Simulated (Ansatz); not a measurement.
Relaxing a trial structure of HOPTe

The starting geometry of this gas-phase singlet was optimised with GFN2-xTB; its bonds are those of `O=P[TeH]`.

```yaml
atoms:
  - { symbol: O, position_ang: [0.8216, 0.9154, 0.4483] }
  - { symbol: P, position_ang: [1.2581, -0.4261, 0.0780] }
  - { symbol: Te, position_ang: [-0.7927, -1.6477, -0.5895] }
  - { symbol: H, position_ang: [-1.6982, -0.3210, -0.2814] }
```

**Question.** Predict what becomes of its bonds when it is optimised with PBE-D3(BJ)/def2-SVP.

**Answer.** It keeps its bonds, and is `O=P[TeH]`.

The energy falls by 0.16 eV over 8 steps:

```csv
step,E − E(last) (eV)
1,0.159
2,0.076
3,0.059
4,0.002
5,0.001
6,0.000
7,0.000
8,0.000
```

Final geometry (Å):

```xyz
4

O     0.8911    0.9873    0.4819
P     1.2714   -0.4190    0.0807
Te   -0.8338   -1.7129   -0.6148
H    -1.7398   -0.3346   -0.2923
```

The end wasn't checked by frequencies. Atoms past krypton carry core potentials, without spin–orbit terms. Run with Ansatz 0.2.0, 9.9 s on 1 thread of Arm Neoverse V1 (shared host).
